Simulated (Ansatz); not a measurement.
Geometry optimisation, RKS BHLYP/def2-mTZVP in Ansatz.

The input (input.yaml):

```yaml
crystal:
  periodic: [false, false, false]
  atoms:
    - { symbol: C, position_ang: [-0.4109, 0.92509, -0.77126] }
    - { symbol: B, position_ang: [0.02181, -0.25185, 0.17187] }
    - { symbol: B, position_ang: [0.32167, -1.49609, 1.01812] }
    - { symbol: O, position_ang: [1.09643, -0.35762, 1.03408] }
    - { symbol: H, position_ang: [-0.10738, 1.89712, -0.38707] }
    - { symbol: H, position_ang: [0.07383, 0.80131, -1.73904] }
    - { symbol: H, position_ang: [-1.48202, 0.94981, -0.95601] }
    - { symbol: H, position_ang: [0.48655, -2.46777, 1.6293] }
basis:
  gaussian: { orbitals: def2-mTZVP }
hamiltonian:
  xc: { name: BHLYP }
relax:
  f_tol: 0.02
  max_steps: 50
```

Run as:

```bash
$ ansatz run input.yaml --threads 2 --pin off --max-ram 3072MiB --backend cpu --events-out ev --progress --plain --runs-dir out
```

Problem. Where does it end, and by what steps?

Solution. The run converged. After 3 steps the energy has fallen by 0.033 eV; B2 moved furthest, 0.03 Å.

```csv
step,energy less start (eV),largest force component (eV/Å),accepted
0,0.0000,1.333,yes
1,-0.0281,0.466,yes
2,-0.0327,0.033,yes
3,-0.0328,0.013,yes
```

```xyz
8
Properties=species:S:1:pos:R:3
C -0.411 0.926 -0.768
B 0.010 -0.232 0.159
B 0.330 -1.497 1.024
O 1.077 -0.352 1.020
H -0.099 1.892 -0.382
H 0.074 0.798 -1.734
H -1.477 0.949 -0.957
H 0.494 -2.483 1.639
```

The run took 15 s on 2 threads of AMD EPYC 7R43 64-Core Processor (Zen 3), on a shared host, peak memory 0.17 GiB.
